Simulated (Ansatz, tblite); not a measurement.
Forces on B(THF)H3 (C4H11BO) at its PBE-D4/def2-SVP geometry. Charge 0, multiplicity 1.

The xTB rows come from tblite.

GFN1-xTB (tblite), largest force 0.94 eV/Å:

```xyz
17
positions Å, forces eV/Å
B     1.415    0.470   -1.668    0.520   -0.134   -0.495
O     0.287    0.535   -0.498   -0.656   -0.219    0.635
C     0.739    0.360    0.874    0.274    0.099   -0.654
C    -0.546    0.068    1.633   -0.166    0.033    0.425
C    -1.300   -0.826    0.634   -0.279   -0.309    0.120
C    -0.954   -0.209   -0.724    0.569    0.372   -0.201
H     1.265    1.290    1.160   -0.297   -0.346   -0.052
H     1.457   -0.489    0.901   -0.313    0.308    0.049
H    -0.358   -0.427    2.605   -0.075    0.162   -0.493
H    -1.104    1.007    1.827    0.236   -0.444   -0.141
H    -0.917   -1.865    0.692   -0.150    0.472   -0.024
H    -2.392   -0.859    0.814    0.507    0.107   -0.082
H    -0.760   -0.952   -1.521   -0.107    0.224    0.372
H    -1.702    0.526   -1.083    0.229   -0.324    0.211
H     2.280    1.253   -1.283   -0.448   -0.392   -0.168
H     0.814    0.832   -2.676    0.278   -0.181    0.529
H     1.775   -0.714   -1.688   -0.123    0.571   -0.030
```

GFN2-xTB (tblite), largest force 0.91 eV/Å:

```
B 0.208 -0.160 -0.130
O -0.496 0.075 0.435
C 0.095 -0.073 -0.902
C -0.174 0.038 0.436
C -0.304 -0.351 0.139
C 0.836 0.286 -0.054
H -0.286 -0.422 -0.103
H -0.335 0.357 0.078
H -0.112 0.213 -0.539
H 0.264 -0.493 -0.164
H -0.162 0.545 -0.020
H 0.581 0.080 -0.077
H -0.164 0.286 0.398
H 0.305 -0.328 0.212
H -0.570 -0.551 -0.293
H 0.429 -0.253 0.676
H -0.116 0.752 -0.093
```

PBE0-D4/def2-TZVP (Ansatz), largest force 0.59 eV/Å:

```
B 0.073 -0.013 -0.060
O -0.122 -0.195 0.190
C 0.191 0.005 -0.081
C -0.040 0.072 0.158
C -0.121 -0.192 0.047
C 0.037 0.028 -0.190
H -0.302 -0.465 -0.169
H -0.392 0.421 -0.045
H -0.077 0.225 -0.499
H 0.277 -0.455 -0.120
H -0.175 0.519 -0.035
H 0.546 0.047 -0.106
H -0.063 0.390 0.432
H 0.411 -0.366 0.223
H -0.299 -0.277 -0.113
H 0.190 -0.138 0.353
H -0.135 0.395 0.018
```
